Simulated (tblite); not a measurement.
N-phenylethylenediamine, C8H12N2.
SMILES with atom numbers: `[NH2:1][CH2:2][CH2:3][NH:4][c:5]1[cH:6][cH:7][cH:8][cH:9][cH:10]1` (hydrogens: H11, H12 on N1; H13, H14 on C2; H15, H16 on C3; H17 on N4; H18 on C6; H19 on C7; H20 on C8; H21 on C9; H22 on C10)

Computed geometry: GFN2-xTB, gas phase.

Some entries are withheld. Bonds in one row agree within 0.01 Å.

```
     coordinate    value
          N1–C2        ?
          C2–C3  1.528 Å
          C3–N4  1.441 Å
          N4–C5  1.374 Å
  C5–C6, C5–C10        ?
  C6–C7, C9–C10  1.380 Å
   C7–C8, C8–C9        ?
 N1–H11, N1–H12  1.014 Å
         C2–H13  1.102 Å
         C2–H14  1.093 Å
 C3–H15, C3–H16  1.099 Å
         N4–H17  1.011 Å
C6–H18, C10–H22  1.080 Å
 C7–H19, C9–H21  1.081 Å
         C8–H20  1.079 Å
       N1–C2–C3   109.4°
       C2–C3–N4   108.7°
       C3–N4–C5        ?
       N4–C5–C6   119.1°
      N4–C5–C10   122.6°
      C6–C5–C10   118.2°
       C5–C6–C7   120.9°
       C6–C7–C8        ?
       C7–C8–C9        ?
      C8–C9–C10        ?
      C5–C10–C9   120.4°
```

Question: Fill in the missing values.

Answer: 
- N1–C2 = 1.455 Å, drawn single (primary amine nitrogen to sp3 carbon bound to nitrogen); 0.01 Å below the sum of covalent radii, 1.47 Å.
- C5–C6, C5–C10 = 1.398 Å, aromatic (aromatic carbon bearing nitrogen to aromatic CH carbon); 0.06 Å below the sum of covalent radii, 1.46 Å.
- C7–C8, C8–C9 = 1.385 Å, aromatic (both ends aromatic CH carbon); 0.07 Å below the sum of covalent radii, 1.46 Å.
- C3–N4–C5 = 123.3°, at the aniline-type nitrogen; the outer atoms are 2.476 Å apart.
- C6–C7–C8 = 120.5°, at the aromatic CH carbon, inside a 6-membered ring; the outer atoms are 2.400 Å apart.
- C7–C8–C9 = 119.2°, at the aromatic CH carbon, inside a 6-membered ring; the outer atoms are 2.389 Å apart.
- C8–C9–C10 = 120.9°, at the aromatic CH carbon, inside a 6-membered ring; the outer atoms are 2.406 Å apart.

Radii are Cordero's, carbon taken as 0.76, 0.73 or 0.69 Å for four, three, and two or fewer neighbours.

Its GFN2-xTB frequencies are all real (lowest 42 cm⁻¹). One conformer, not necessarily the lowest (H–N1–C2–C3 -66° and 175°, N1–C2–C3–N4 -58°, C2–C3–N4–C5 176°, C3–N4–C5–C6 -166°). 2 starts were optimised and ended at 0.00 and 1.70 kcal/mol (GFN2-xTB); the lowest of these is shown.

On one thread, Arm Neoverse N1 (aarch64), shared host, this took 0.58 s of wall time. This is the geometry optimisation.
